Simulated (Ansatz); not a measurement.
A structure relaxed at PBE0-D4/def2-TZVP, charge 0, multiplicity 1:

Cartesian coordinates in Å:
```
O -0.912 1.660 -0.628
Si -0.938 0.693 0.680
F -2.412 0.184 1.017
C 0.097 -0.806 0.268
C 1.378 -0.628 -0.427
O 0.233 -1.008 -1.156
H -0.832 1.193 -1.466
H -0.479 1.472 1.846
H -0.024 -1.735 0.823
H 2.138 -1.398 -0.326
H 1.750 0.374 -0.630
```

Q: Give its formula and SMILES.

A: C2H5FO2Si, `O[Si@@H](F)[C@@H]1CO1`.

Q: Summarise the bond lengths by kind.

A: 1 × O–Si 1.627 Å; 1 × H–O 0.963 Å; 1 × F–Si 1.595 Å; 1 × C–Si 1.867 Å; 1 × H–Si 1.475 Å; 1 × C–C 1.469 Å; 2 × C–O 1.410 to 1.445 Å; 3 × C–H 1.087 to 1.089 Å.

Results of the Gaussian-basis code of Ansatz.
